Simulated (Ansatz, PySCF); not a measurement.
System: C2H9NSi (charge 0, singlet). 
Geometry from a B3LYP-D3(BJ)/def2-TZVP (Ansatz, a first-principles code) optimisation:
SMILES: [SiH3]N(C)C
```xyz
13

Si    -0.7131    -0.8091    -0.8012
N      0.0627     0.2883     0.2745
C      0.6908     1.5002    -0.2175
H      0.2163     1.8262    -1.1440
H      0.5848     2.3084     0.5148
H      1.7649     1.3700    -0.4139
C      0.5895    -0.1604     1.5498
H      0.4823     0.6268     2.3044
H      0.0418    -1.0356     1.9016
H      1.6554    -0.4257     1.4972
H      0.2051    -1.6924    -1.5785
H     -1.4930    -0.0165    -1.7804
H     -1.5950    -1.6897     0.0003
```
Charge 0, spin multiplicity 1.

Dipole moments at this geometry, in debye (magnitudes).

| level | program | dipole (D) |
|---|---|---|
| r2SCAN/def2-TZVPD | PySCF | 1.03 |
| B97M-V/def2-TZVPD | Ansatz | 1.10 |
| TPSSh/def2-TZVPD | PySCF | 1.02 |
| M06-2X/def2-TZVPD | PySCF | 0.95 |
| LC-wPBE/def2-TZVPD | Ansatz | 1.04 |
| CCSD(T)/aug-cc-pV(D+d)Z | Ansatz | 1.04 |
